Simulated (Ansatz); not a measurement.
```yaml
crystal:
  periodic: [false, false, false]
  atoms:
    - {symbol: C, position_ang: [-0.307359, 1.301534, -0.436780]}
    - {symbol: C, position_ang: [0.018082, 0.085310, -0.006630]}
    - {symbol: S, position_ang: [1.670596, -0.308588, 0.429997]}
    - {symbol: Se, position_ang: [-1.318248, -1.268926, 0.136975]}
    - {symbol: H, position_ang: [0.409202, 2.113871, -0.396751]}
    - {symbol: H, position_ang: [-1.289971, 1.508408, -0.841771]}
    - {symbol: H, position_ang: [1.374574, -1.141858, 1.441212]}
    - {symbol: H, position_ang: [-0.464675, -2.346950, -0.382050]}
basis:
  gaussian: {orbitals: x2c-TZVPPall}
hamiltonian: {xc: {name: wB97}}
multiplicity: 3
output: {forces: true}
```

```sh
$ ansatz run in.yaml --threads 4 --pin off --events-out ev --progress --plain --max-ram 10444MiB
```

It prints (some lines left out):

```
Error: YAML parse error: error: line 15 column 1: unknown field `multiplicity`, expected one of crystal, accuracy, basis, kpoints, hamiltonian, magnetization, projection, total_charge, correlation, batch, efield, external_charges, scf, relax, neb, saddle, md, ramp, phonons, dielectric, real_time, elastic, magnetic_configurations, gw, evaluate, workflow, output, checkpoint, execution
  --> <input>:15:1
   |
13 |   gaussian: {orbitals: x2c-TZVPPall}
14 | hamiltonian: {xc: {name: wB97}}
15 | multiplicity: 3
   | ^ unknown field `multiplicity`, expected one of crystal, accuracy, basis, kpoints, hamiltonian, magnetization, projection, total_charge, correlation, batch, efield, external_charges, scf, relax, neb, saddle, md, ramp, phonons, dielectric, real_time, elastic, magnetic_configurations, gw, evaluate, workflow, output, checkpoint, execution
16 | output: {forces: true}
   |
```

In this input the input holds a key that doesn't belong there. The input was rejected before any iteration.
